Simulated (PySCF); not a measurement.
CH₄I₂OSi. Atoms are numbered in the order given.

```xyz
9

C      1.3014     2.1984     0.0000
Si    -0.0945     0.9746     0.0000
O     -1.5175     1.8168     0.0000
I      0.0308    -0.4719    -2.0080
I      0.0308    -0.4719     2.0080
H      1.2340     2.8327     0.8976
H      2.2686     1.6759     0.0000
H      1.2340     2.8327    -0.8976
H     -2.3415     1.3130     0.0000
```
Charge 0, spin multiplicity 1.

Geometry: B3LYP-D3(BJ)/def2-SVP. This is a generated structure with no PubChem entry under its InChIKey; it may be hypothetical. The def2 effective core potentials stand for the cores of I; spin–orbit coupling is left out. Other conformers were not sampled.

These are B3LYP-D3(BJ)/def2-SVP (PySCF) values and carry that method's errors.

Frequencies are harmonic and unscaled.

```
mode  ν (cm⁻¹)  IR (km/mol)  Raman (Å⁴/amu)  depolarisation   moving atoms (share of kinetic energy)
----  --------  -----------  --------------  --------------  ---------------------------------------
1           83          0.3             4.2            0.60                                   I 82 %
2          133          6.5             2.2            0.75                   H 39 %, C 34 %, O 20 %
3          162          0.0             0.3            0.75                                   H 93 %
4          181          2.1             4.0            0.41   C 35 %, Si 24 %, H 22 %, I 11 %, O 9 %
5          187          1.4             4.0            0.75           O 37 %, H 26 %, I 22 %, C 16 %
6          212          7.5             7.3            0.23          O 49 %, I 22 %, Si 13 %, H 11 %
7          297         62.0             0.3            0.75                           H 68 %, O 23 %
8          318         21.5             7.0            0.06  Si 46 %, O 15 %, C 15 %, H 13 %, I 11 %
9          402        241.8             1.4            0.75                           Si 77 %, H 9 %
10         714         39.3            10.7            0.14                  C 43 %, Si 30 %, H 24 %
11         772         80.3             1.2            0.03                   H 67 %, O 21 %, C 11 %
12         802        108.8             0.4            0.75                           H 74 %, C 20 %
13         846        268.9             3.5            0.30           H 70 %, O 11 %, C 10 %, Si 9 %
14         930         46.8             3.5            0.51                  Si 40 %, O 39 %, H 20 %
15        1270         17.3             1.3            0.12                           H 78 %, C 22 %
16        1421          6.2            10.2            0.73                                   H 96 %
17        1424          1.7             8.4            0.75                                   H 96 %
18        3040          0.1           148.6            0.02                                   H 97 %
19        3140          0.1           120.2            0.75                            H 91 %, C 9 %
20        3153          0.1            68.0            0.71                            H 91 %, C 9 %
21        3861        123.7            82.7            0.28                                   H 94 %
```
